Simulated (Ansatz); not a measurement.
`C[Se][Si](F)(F)F` → `[CH2]` (triplet) + `F[Si](F)(F)[SeH]`  (formal loss of a carbene)

Calculated with Ansatz (gas phase, PBE0-D4/def2-TZVP geometries, no zero-point term in ΔE). CCSD(T)/CBS is the MP2 limit (def2-TZVPP, def2-QZVPP) plus CCSD(T) − MP2 in def2-TZVPP, frozen cores. This one scheme is used for every species. DFT in def2-TZVPP. Triplets are unrestricted, without spin–orbit coupling. For Se outer-core shells are correlated without core-valence functions, which leaves a few kJ/mol of doubt a bond. Scalar relativity is left out up to krypton. Each species was taken in one conformer, which may not be the lowest.

```
  level  ΔE (kJ/mol)
PBE0-D4        430.0
ωB97M-V        434.0
```

(1) What does CCSD(T)/CBS give? (An estimate is asked.)

Largest T1 diagnostic among the species: 0.011.

Results:

(1) The calculation gave: +432.3 kJ/mol. The listed levels differ from it by -2.3, 1.7 kJ/mol.

In def2-TZVPP, CCSD(T) changes the Hartree–Fock value by +138.2 kJ/mol (the triples alone add +12.2 kJ/mol) and MP2 by +153.1 kJ/mol. From r2SCAN to r2SCAN0 (25 % exact exchange), in def2-TZVPP and without D4, ΔE moves by −5.4 kJ/mol. At CCSD(T), def2-SVP lies −28.5 kJ/mol from the extrapolated value and def2-TZVPP −11.2 kJ/mol.

CCSD(T)/CBS has its own doubt, a few kJ/mol and more with outer-core shells, so smaller differences from it don't rank the levels.
